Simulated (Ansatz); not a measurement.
A made-up structure of AlBH4SO, closed shell:

```
8
angstrom
O -1.0486 1.9576 -1.0910
B -0.3869 1.0417 -0.3538
S -0.4940 -0.7356 -0.7636
Al 0.7892 -1.5593 0.8079
H -1.5552 1.5829 -1.8181
H 0.2625 1.4393 0.5660
H 0.0666 2.0098 0.0700
H 0.9580 -3.1296 0.7993
```

It is relaxed with PBE-D4/def2-SVP and then PBE0-D4/def2-TZVP (Ansatz 0.2.0). Atoms count as bonded within 1.22 times the sum of their covalent radii (H–H: 0.88 Å). The end point is not checked to be a true minimum.

Q: Does its bonding change? (A judgement: the text doesn't fix the answer.)

A: By the calculation: Yes. Formed: Al4–H6; broken: B2–H6, H6–H7.

Where it ends: The first stage lowers the energy by 5.77 eV in 19 steps. It ends as AlBH₄SO ([OH][BH][S][AlH2]):
```json
{"atom": "O1", "x (Å)": "-1.3141", "y (Å)": "2.0830", "z (Å)": "-1.5406"}
{"atom": "B2", "x (Å)": "-0.6007", "y (Å)": "1.2966", "z (Å)": "-0.7082"}
{"atom": "S3", "x (Å)": "-0.6636", "y (Å)": "-0.5224", "z (Å)": "-0.8654"}
{"atom": "Al4", "x (Å)": "0.6804", "y (Å)": "-1.0830", "z (Å)": "0.7697"}
{"atom": "H5", "x (Å)": "-1.8317", "y (Å)": "1.5977", "z (Å)": "-2.1906"}
{"atom": "H6", "x (Å)": "1.3543", "y (Å)": "0.0340", "z (Å)": "1.6572"}
{"atom": "H7", "x (Å)": "0.0652", "y (Å)": "1.8347", "z (Å)": "0.1242"}
{"atom": "H8", "x (Å)": "0.9019", "y (Å)": "-2.6339", "z (Å)": "0.9705"}
```

Labels in which every atom is bracketed show which atoms are joined, not bond orders.

For scale, one of the runs: PBE0-D4/def2-TZVP relaxation, 160 basis functions, launched by `ansatz run in.yaml --threads 2 --pin off --events-out ev --progress --plain --max-ram 4352MiB`. The run took about 18 s on 2 CPU threads of an Intel Xeon 6975P-C (shared host).
